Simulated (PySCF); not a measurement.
Field gradients at the hydrogen positions

Species: C6H6F2.
Z-matrix (Å and degrees, PBE0-D3(BJ)/def2-SVP geometry), rows numbered from 1:
```
C 
C   1  1.3394
F   2  1.3413  1  118.56
C   2  1.4490  1  125.30  3  -179.93
C   4  1.3534  2  128.97  1   178.96
C   5  1.4461  4  128.38  2     0.01
C   6  1.3397  5  123.11  4  -179.06
F   7  1.3285  6  122.63  5     0.11
H   1  1.0893  2  120.06  3  -179.99
H   1  1.0904  2  120.55  3     0.04
H   4  1.0928  2  113.45  1    -0.86
H   5  1.0939  4  116.44  2  -179.78
H   6  1.0893  5  120.07  4     0.81
H   7  1.0933  6  124.68  5   179.96
```

Level: PBE0/pcSseg-1 (PySCF, non-relativistic); Q(2H) = 0.00286 b; rigid geometry, the same for H and D, with no vibrational averaging.

Task: Rank these positions by the coupling χzz of a deuteron there, largest first.
A. H10 (vinylic hydrogen)
B. H13 (vinylic hydrogen)
C. H14 (vinylic hydrogen)

Result: A (210 kHz), B (205 kHz), C (198 kHz).

Task: Give the electric field gradient Vzz (the principal value of largest size), its asymmetry and the 2H coupling at each hydrogen.

Result: 
```csv
atom,bonded to,bond length (Å),Vzz (au),η,χzz (kHz)
H9,C1,1.089,0.3138,0.09,211
H10,C1,1.090,0.3119,0.07,210
H11,C4,1.093,0.3014,0.10,203
H12,C5,1.094,0.2966,0.08,199
H13,C6,1.089,0.3044,0.09,205
H14,C7,1.093,0.2951,0.12,198
```

Task: A static deuteron (I = 1) shows a doublet split by (3/2)χ, (3/4)χ(1 + η) and (3/4)χ(1 − η) with the field along z, y and x of the gradient. What are these for H9?

Result: With |χ| = 210.9 kHz and η = 0.086: 316, 172 and 145 kHz, to first order and without motion.

The structure is a single PBE0-D3(BJ)/def2-SVP conformer in the gas phase; no vibrational or solvent corrections. With a basis this small, the couplings can be 20 % off.
